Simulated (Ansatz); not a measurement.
Z-matrix (Å, degrees):
```
Sn
C 1 2.117
F 1 1.936 2 105.3
C 1 2.126 2 112.4 3 -113.6
H 1 1.708 2 114.2 3 112.4
C 2 1.328 1 121.7 3 119.1
H 2 1.087 1 119.1 3 -61.1
H 4 1.090 1 109.5 2 50.6
H 4 1.091 1 110.7 2 -70.1
H 4 1.090 1 109.1 2 169.9
H 6 1.088 2 121.9 1 179.9
H 6 1.087 2 122.5 1 -0.4
```

Total charge 0; spin multiplicity 1. Sn: def2 effective core potential.

Question: List the PBE/def2-TZVPP orbital energies in eV (the Gaussian-basis code of Ansatz). (Best estimate.)

Answer: The calculation gave: Occupied: -658.11, -269.42, -269.37, -269.12, -133.20, -89.20, -89.10, -89.09, -27.75, -25.63, -25.62, -25.54, -25.54, -25.06, -19.11, -17.29, -14.34, -12.36, -11.30, -10.28, -10.22, -9.86, -8.87, -8.52, -8.36, -7.39, -7.16, -7.00. Lowest empty: -1.78, -0.63, -0.41, 0.22, 0.73, 1.39, 1.49, 1.96.
